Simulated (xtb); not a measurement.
CH$_{3}$Cl$_{3}$Si, singlet, from a rough starting geometry; GFN2-xTB (xtb 6.7.1).

Here is a job for xtb.
```
$ xtb mol.xyz --gfn 2 --opt vtight --json

# file mol.xyz
8

C     -1.05880209    -0.19434162     0.07807330
Si     0.85405694     0.20758469     0.02057710
Cl     1.73509102    -0.92823551    -1.43527209
Cl     1.13512324     2.10754500    -0.49461599
Cl     1.64417335    -0.20601571     1.80359302
H     -1.23164179    -1.23493255     0.29821058
H     -1.57848318     0.44832851     0.76446168
H     -1.54949227    -0.06671258    -0.93596242
```

**Question.** What does xtb print? Leave out banner, timings and long lists.

**Answer.** 
```
   ID    Z sym.   atoms
    1    6 C      1
    2   14 Si     2
    3   17 Cl     3-5
    4    1 H      6-8

           -------------------------------------------------
          |                Calculation Setup                |
           -------------------------------------------------

           -------------------------------------------------
          |                 G F N 2 - x T B                 |
           -------------------------------------------------

          ...................................................
          :                      SETUP                      :
          :.................................................:
          :  # basis functions                  47          :
          :  # atomic orbitals                  43          :
          :  # shells                           17          :
          :  # electrons                        32          :
          :  max. iterations                   250          :
          :  Hamiltonian                  GFN2-xTB          :
          :  restarted?                      false          :
          :  GBSA solvation                  false          :
          :  PC potential                    false          :
          :  electronic temp.          300.0000000     K    :
          :  accuracy                    1.0000000          :
          :  -> integral cutoff          0.2500000E+02      :
          :  -> integral neglect         0.1000000E-07      :
          :  -> SCF convergence          0.1000000E-05 Eh   :
          :  -> wf. convergence          0.1000000E-03 e    :
          :  Broyden damping             0.4000000          :
          :  net charge                          0          :
          :  unpaired electrons                  0          :
          ...................................................

 iter      E             dE          RMSdq      gap      omega  full diag
   1    -19.1191622 -0.191192E+02  0.544E+00    7.85       0.0  T
   2    -19.2051750 -0.860128E-01  0.293E+00    6.28       1.0  T
   3    -19.2306621 -0.254872E-01  0.182E+00    7.17       1.0  T
   4    -19.2444244 -0.137622E-01  0.798E-01    6.48       1.0  T
   5    -19.2480922 -0.366777E-02  0.383E-01    6.61       1.0  T
   6    -19.2487889 -0.696699E-03  0.788E-02    6.69       1.0  T
   7    -19.2487570  0.318661E-04  0.740E-02    6.68       1.0  T
   8    -19.2487948 -0.377894E-04  0.312E-02    6.70       1.1  T
   9    -19.2487878  0.702008E-05  0.408E-02    6.69       1.0  T
  10    -19.2487982 -0.103980E-04  0.169E-02    6.70       2.1  T
  11    -19.2487997 -0.153310E-05  0.634E-03    6.70       5.6  T
  12    -19.2487989  0.788279E-06  0.122E-02    6.70       2.9  T
  13    -19.2487998 -0.939882E-06  0.277E-03    6.70      12.8  T
  14    -19.2487998  0.489831E-08  0.221E-03    6.70      16.0  T
  15    -19.2487999 -0.294253E-07  0.959E-04    6.70      36.9  T
  16    -19.2487999 -0.527687E-08  0.292E-04    6.70     121.0  T

   *** convergence criteria satisfied after 16 iterations ***

         :::::::::::::::::::::::::::::::::::::::::::::::::::::
         ::                     SUMMARY                     ::
         :::::::::::::::::::::::::::::::::::::::::::::::::::::
         :: total energy             -19.168545036249 Eh    ::
         :: gradient norm              0.052717783246 Eh/a0 ::
         :: HOMO-LUMO gap              6.701257980539 eV    ::
         ::.................................................::
         :: SCC energy               -19.248791340774 Eh    ::
         :: -> isotropic ES            0.030064969486 Eh    ::
         :: -> anisotropic ES          0.000427990924 Eh    ::
         :: -> anisotropic XC          0.002724000546 Eh    ::
         :: -> dispersion             -0.007547171917 Eh    ::
         :: repulsion energy           0.080246304525 Eh    ::
         :: add. restraining           0.000000000000 Eh    ::
         :: total charge              -0.000000000000 e     ::
         :::::::::::::::::::::::::::::::::::::::::::::::::::::

      -----------------------------------------------------------
     |                   =====================                   |
     |                        A N C O P T                        |
     |                   =====================                   |
     |               Approximate Normal Coordinate               |
     |                Rational Function Optimizer                |
      -----------------------------------------------------------
      -----------------------------------------------------------
     |                   =====================                   |
     |                        A N C O P T                        |
     |                   =====================                   |
     |               Approximate Normal Coordinate               |
     |                Rational Function Optimizer                |
      -----------------------------------------------------------

          ...................................................
          :                      SETUP                      :
          :.................................................:
          :   optimization level         verytight          :
          :   max. optcycles                   200          :
          :   ANC micro-cycles                  20          :
          :   degrees of freedom                18          :
          :.................................................:
          :   RF solver                   davidson          :
          :   write xtbopt.log                true          :
          :   linear?                        false          :
          :   energy convergence         0.1000000E-06 Eh   :
          :   grad. convergence          0.2000000E-03 Eh/α :
          :   maxmium RF displ.          1.0000000          :
          :   Hlow (freq-cutoff)         0.1000000E-01      :
          :   Hmax (freq-cutoff)         5.0000000          :
[...]
 * total energy  :   -19.1722951 Eh     change       -0.2928049E-04 Eh
 * total energy  :   -19.1722979 Eh     change       -0.2830692E-05 Eh
 * total energy  :   -19.1722992 Eh     change       -0.1260746E-05 Eh
 * total energy  :   -19.1722993 Eh     change       -0.1241295E-06 Eh
 * total energy  :   -19.1722999 Eh     change       -0.6104701E-06 Eh
 * total energy  :   -19.1723002 Eh     change       -0.2998419E-06 Eh
 * total energy  :   -19.1723005 Eh     change       -0.2434161E-06 Eh
 * total energy  :   -19.1723007 Eh     change       -0.2404200E-06 Eh
 * total energy  :   -19.1723009 Eh     change       -0.1960712E-06 Eh
 * total energy  :   -19.1723011 Eh     change       -0.1515568E-06 Eh
 * total energy  :   -19.1723012 Eh     change       -0.1225950E-06 Eh
 * total energy  :   -19.1723013 Eh     change       -0.1035705E-06 Eh
 * total energy  :   -19.1723014 Eh     change       -0.8709649E-07 Eh
   *** GEOMETRY OPTIMIZATION CONVERGED AFTER 18 ITERATIONS ***
[...]

         :::::::::::::::::::::::::::::::::::::::::::::::::::::
         ::                     SUMMARY                     ::
         :::::::::::::::::::::::::::::::::::::::::::::::::::::
         :: total energy             -19.172301375226 Eh    ::
         :: gradient norm              0.000022236832 Eh/a0 ::
         :: HOMO-LUMO gap              6.846023344847 eV    ::
         ::.................................................::
         :: SCC energy               -19.256187183259 Eh    ::
         :: -> isotropic ES            0.030948543017 Eh    ::
         :: -> anisotropic ES          0.000309633909 Eh    ::
         :: -> anisotropic XC          0.002690787286 Eh    ::
         :: -> dispersion             -0.007533307710 Eh    ::
         :: repulsion energy           0.083885808034 Eh    ::
         :: add. restraining           0.000000000000 Eh    ::
         :: total charge               0.000000000000 e     ::
         :::::::::::::::::::::::::::::::::::::::::::::::::::::

           -------------------------------------------------
          |                Property Printout                |
           -------------------------------------------------

    * Orbital Energies and Occupations

         #    Occupation            Energy/Eh            Energy/eV
      -------------------------------------------------------------
         1        2.0000           -1.0853825             -29.5348
       ...           ...                  ...                  ...
         4        2.0000           -0.7092784             -19.3004
         5        2.0000           -0.5912939             -16.0899
         6        2.0000           -0.5037173             -13.7068
         7        2.0000           -0.5037162             -13.7068
         8        2.0000           -0.4846744             -13.1887
         9        2.0000           -0.4846730             -13.1886
        10        2.0000           -0.4827795             -13.1371
        11        2.0000           -0.4564068             -12.4195
        12        2.0000           -0.4564055             -12.4194
        13        2.0000           -0.4465956             -12.1525
        14        2.0000           -0.4465939             -12.1524
        15        2.0000           -0.4436640             -12.0727
        16        2.0000           -0.4366199             -11.8810 (HOMO)
        17                         -0.1850331              -5.0350 (LUMO)
        18                         -0.1850229              -5.0347
        19                         -0.1699776              -4.6253
        20                         -0.0991206              -2.6972
        21                         -0.0319773              -0.8701
        22                         -0.0319717              -0.8700
        23                         -0.0015662              -0.0426
        24                         -0.0015656              -0.0426
        25                          0.0020748               0.0565
        26                          0.0029948               0.0815
        27                          0.0033125               0.0901
       ...                                ...                  ...
        43                          0.7506282              20.4256
      -------------------------------------------------------------
                  HL-Gap            0.2515867 Eh            6.8460 eV
             Fermi-level           -0.3108265 Eh           -8.4580 eV

     #   Z          covCN         q      C6AA      α(0)
     1   6 C        3.650    -0.199    24.808     7.155
     2  14 Si       3.287     0.565   120.386    22.377
     3  17 Cl       0.813    -0.187   104.930    15.670
     4  17 Cl       0.813    -0.187   104.930    15.670
     5  17 Cl       0.813    -0.187   104.930    15.670
     6   1 H        0.925     0.065     2.137     2.286
     7   1 H        0.925     0.065     2.137     2.286
     8   1 H        0.925     0.065     2.137     2.286

 Mol. C6AA /au·bohr⁶  :       2573.925405
 Mol. C8AA /au·bohr⁸  :     109399.228513
 Mol. α(0) /au        :         83.401113

Wiberg/Mayer (AO) data.
largest (>0.10) Wiberg bond orders for each atom

 ---------------------------------------------------------------------------
     #   Z sym  total        # sym  WBO       # sym  WBO       # sym  WBO
 ---------------------------------------------------------------------------
     1   6 C    3.990 --     8 H    0.979     7 H    0.979     6 H    0.979
                             2 Si   0.897
     2  14 Si   4.240 --     3 Cl   1.102     4 Cl   1.102     5 Cl   1.102
                             1 C    0.897
     3  17 Cl   1.272 --     2 Si   1.102
     4  17 Cl   1.272 --     2 Si   1.102
     5  17 Cl   1.272 --     2 Si   1.102
     6   1 H    0.996 --     1 C    0.979
     7   1 H    0.996 --     1 C    0.979
     8   1 H    0.996 --     1 C    0.979
 ---------------------------------------------------------------------------

Topologies differ in total number of bonds
Writing topology from bond orders to xtbtopo.mol

molecular dipole:
                 x           y           z       tot (Debye)
 q only:       -0.851      -0.175       0.023
   full:       -0.745      -0.154       0.020       1.934
molecular quadrupole (traceless):
                xx          xy          yy          xz          yz          zz
 q only:        0.645       0.158      -0.312      -0.056      -0.011      -0.333
  q+dip:        1.881       0.555      -0.889      -0.105      -0.021      -0.992
   full:        1.674       0.490      -0.792      -0.096      -0.019      -0.882

optimized geometry written to: xtbopt.xyz

           -------------------------------------------------
          | TOTAL ENERGY              -19.172301375226 Eh   |
          | GRADIENT NORM               0.000022236832 Eh/α |
          | HOMO-LUMO GAP               6.846023344847 eV   |
           -------------------------------------------------

normal termination of xtb
```
